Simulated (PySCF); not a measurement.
## SiH₃⁺ + 3 F₂ → SiF₃⁺ + 3 HF

Level: PBE0 in the def2-TZVP basis family, all electrons, no relativity, computed in PySCF with density fitting; open shells unrestricted.

| species | state and structure | E (Eh) | ZPE (kJ/mol) | H(298 K) − H(0) (kJ/mol) | S° (J/(mol K)) |
| --- | --- | --- | --- | --- | --- |
| SiH₃⁺ | singlet, D3h, Si–H 1.472 Å (×3) | -290.80719 | 57.9 | 10.3 | 204.8 |
| F₂ | singlet, D∞h, F–F 1.376 Å | -199.40856 | 6.6 | 8.7 | 201.9 |
| SiF₃⁺ | singlet, D3h, Si–F 1.517 Å (×3) | -588.56990 | 25.3 | 13.3 | 270.4 |
| HF | singlet, C∞v, H–F 0.920 Å | -100.39188 | 24.9 | 8.7 | 173.6 |

Task: What is the electronic reaction energy?

Result: At PBE0/def2-TZVP, ΔE = -1871.1 kJ/mol from the differences of the total energies times 2625.5, downhill. 

Task: Add zero-point, thermal and entropy terms for 298.15 K and 1 bar.

Result: ΔZPE = 22.3 and Δ[H(298) − H(0)] = 3.0 kJ/mol give ΔH° = -1845.8 kJ/mol. ΔS° = -19.3 J/(mol K), so ΔG° = -1845.8 − 298.15 × (-0.0193) = -1840 kJ/mol.

Only the bonding shown was studied: isomers, or loss of a ligand pair, can lie lower.
